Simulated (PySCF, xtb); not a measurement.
dibromo(difluoro)methane (CBr2F2), SMILES FC(F)(Br)Br.

Harmonic wavenumbers (cm⁻¹) from GFN2-xTB in xtb at its own minimum, in rising order: 139, 251, 270, 295, 321, 548, 651, 1041, 1101.

Question: What does PySCF with PBE-D3(BJ)/def2-SVP give at its own minimum? (The exact figures need the calculation; the answer reports its results.)

Answer: 158, 268, 312, 324, 357, 616, 767, 1091, 1176. Paired by order, the mean absolute difference is 50 cm⁻¹ and the zero-point energies are 6.6 and 7.2 kcal/mol.
